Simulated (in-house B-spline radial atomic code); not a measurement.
Orbital energies and mean radii along the 6-electron series, configuration [He] 2s2 2p2. The effective charge is n√(-2ε), a non-relativistic measure. Computed with an all-electron radial atomic-structure program (B-spline basis): non-relativistic Hartree-Fock, average of the configuration, point nuclei.

This level leaves out relativity, spin-orbit splitting included, which matters for heavy ions.

| ion | Z | energy of 2p (Eh) | mean radius of 2p (bohr) | energy of 2s (Eh) | mean radius of 2s (bohr) | energy of 1s (Eh) | mean radius of 1s (bohr) | effective charge of 2p |
| --- | --- | --- | --- | --- | --- | --- | --- | --- |
| I47+ | 53 | -302.84 | 0.099458 | -307.61 | 0.11791 | -1327.52 | 0.028565 | 49.221 |
| Xe48+ | 54 | -315.28 | 0.097517 | -320.14 | 0.11564 | -1379.53 | 0.028031 | 50.222 |
| Cs49+ | 55 | -327.97 | 0.095651 | -332.93 | 0.11345 | -1432.54 | 0.027517 | 51.222 |
| Ba50+ | 56 | -340.9 | 0.093854 | -345.96 | 0.11134 | -1486.55 | 0.027021 | 52.223 |
| La51+ | 57 | -354.09 | 0.092124 | -359.24 | 0.10931 | -1541.56 | 0.026543 | 53.223 |
| Ce52+ | 58 | -367.53 | 0.090457 | -372.77 | 0.10736 | -1597.56 | 0.026082 | 54.224 |
| Pr53+ | 59 | ? | ? | ? | ? | ? | ? | ? |
| Nd54+ | 60 | -395.15 | 0.087297 | -400.58 | 0.10365 | -1712.58 | 0.025205 | 56.225 |
| Pm55+ | 61 | -409.34 | 0.085798 | -414.87 | 0.10189 | -1771.59 | 0.024789 | 57.225 |
| Sm56+ | 62 | -423.77 | 0.08435 | -429.4 | 0.10019 | -1831.6 | 0.024386 | 58.225 |
| Eu57+ | 63 | ? | ? | ? | ? | ? | ? | ? |
| Gd58+ | 64 | -453.4 | 0.081596 | -459.21 | 0.096948 | -1954.62 | 0.023618 | 60.226 |
| Tb59+ | 65 | -468.58 | 0.080285 | -474.49 | 0.095406 | -2017.62 | 0.023252 | 61.226 |
| Dy60+ | 66 | -484.02 | 0.079016 | -490.02 | 0.093913 | -2081.63 | 0.022897 | 62.227 |
| Ho61+ | 67 | -499.71 | 0.077786 | -505.81 | 0.092465 | -2146.64 | 0.022553 | 63.227 |
| Er62+ | 68 | ? | ? | ? | ? | ? | ? | ? |
| Tm63+ | 69 | -531.83 | 0.075438 | -538.12 | 0.0897 | -2279.66 | 0.021895 | 65.228 |
| Yb64+ | 70 | -548.27 | 0.074317 | -554.65 | 0.088379 | -2347.67 | 0.02158 | 66.228 |
| Lu65+ | 71 | -564.96 | 0.073228 | -571.43 | 0.087096 | -2416.67 | 0.021274 | 67.228 |
| Hf66+ | 72 | -581.89 | 0.072171 | -588.47 | 0.085849 | -2486.68 | 0.020976 | 68.229 |
| Ta67+ | 73 | -599.08 | 0.071143 | -605.75 | 0.084638 | -2557.69 | 0.020687 | 69.229 |

(1) Fill in the row of Pr53+.

(2) Fill in the row of Eu57+.

(3) Fill in the row of Er62+.

(4) How does the screening of 2p change?

## Answers

(1) energy of 2p (Eh): -381.21; mean radius of 2p (bohr): 0.088849; energy of 2s (Eh): -386.55; mean radius of 2s (bohr): 0.10547; energy of 1s (Eh): -1654.57; mean radius of 1s (bohr): 0.025636; effective charge of 2p: 55.224.

(2) energy of 2p (Eh): -438.46; mean radius of 2p (bohr): 0.08295; energy of 2s (Eh): -444.18; mean radius of 2s (bohr): 0.098541; energy of 1s (Eh): -1892.61; mean radius of 1s (bohr): 0.023996; effective charge of 2p: 59.226.

(3) energy of 2p (Eh): -515.65; mean radius of 2p (bohr): 0.076594; energy of 2s (Eh): -521.84; mean radius of 2s (bohr): 0.091062; energy of 1s (Eh): -2212.65; mean radius of 1s (bohr): 0.022219; effective charge of 2p: 64.227.

(4) Z less the effective charge goes from 3.78 at Z = 53 to 3.77 at Z = 73.
